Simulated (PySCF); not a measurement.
C$_{4}$H$_{7}$ (SMILES C=C([CH2-])C), charge -1, singlet, at a GFN2-xTB geometry (in this run its highest filled SCF level lies above zero, so its values depend strongly on the basis, on diffuse functions most of all). Base run: DF-PBE0/cc-pVDZ run with PySCF.

Input for PySCF:
```python
from pyscf import gto, scf, dft

mol = gto.M(
    atom='''
C    -0.19024082    0.13060277    1.42330928
C    -0.00498966    0.11664803    0.05908609
H    -0.28744948    1.05632604    1.97577308
H    -0.20755370   -0.77968074    2.01169741
C     0.08676696    1.20492954   -0.78061181
H     0.17732246    1.09117949   -1.85501323
H    -0.03223483    2.21755638   -0.41733078
C     0.10356375   -1.24871026   -0.60034753
H     0.36600386   -2.02101005    0.12619141
H    -0.84814294   -1.53662037   -1.06173446
H     0.86145311   -1.24857125   -1.38819972
''',
    basis='cc-pvdz',
    charge=-1,
    verbose=4,
)

mf = dft.RKS(mol)
mf.xc = 'pbe0'
mf = mf.density_fit(auxbasis='def2-universal-jkfit')
mf.kernel()
```

The base run was repeated with changes; each row names its change, and settings that it needs were set with it.

```tsv
change	basis functions	E (Eh)	HOMO (eV)	HOMO-LUMO gap (eV)
base	91	-156.37670	2.19	4.71
basis = cc-pVDZ-DK; relativity = spin-free X2C; nucleus = Gaussian (with nucmod='G'; without mf = mf.density_fit(auxbasis='def2-universal-jkfit'))	91	-156.43648	2.19	4.71
basis = jorge-DZP-DKH; relativity = none (without mf = mf.density_fit(auxbasis='def2-universal-jkfit'))	95	-156.38194	1.96	4.68
basis = cc-pVTZ-DK; relativity = none (without mf = mf.density_fit(auxbasis='def2-universal-jkfit'))	218	-156.43141	1.78	4.07
basis = cc-pVDZ-DK; relativity = spin-free X2C (without mf = mf.density_fit(auxbasis='def2-universal-jkfit'))	91	-156.43649	2.19	4.71
basis = cc-pVDZ-DK; relativity = none (without mf = mf.density_fit(auxbasis='def2-universal-jkfit'))	91	-156.37450	2.19	4.72
basis = cc-pVTZ-DK; relativity = spin-free X2C; nucleus = Gaussian (with nucmod='G'; without mf = mf.density_fit(auxbasis='def2-universal-jkfit'))	218	-156.49323	1.78	4.07
basis = cc-pVTZ-DK; relativity = spin-free X2C (without mf = mf.density_fit(auxbasis='def2-universal-jkfit'))	218	-156.49324	1.78	4.07
basis = jorge-DZP-DKH; relativity = spin-free X2C; nucleus = Gaussian (with nucmod='G'; without mf = mf.density_fit(auxbasis='def2-universal-jkfit'))	95	-156.44287	1.96	4.68
basis = jorge-DZP-DKH; relativity = spin-free X2C (without mf = mf.density_fit(auxbasis='def2-universal-jkfit'))	95	-156.44288	1.96	4.68
```

Totals shift with the method and basis; they matter in differences.

Basis sets contracted for a relativistic Hamiltonian are a mismatch without it, so the rows without relativity aren't non-relativistic limits. No row has spin-orbit coupling; sets with core potentials leave out the core electrons.
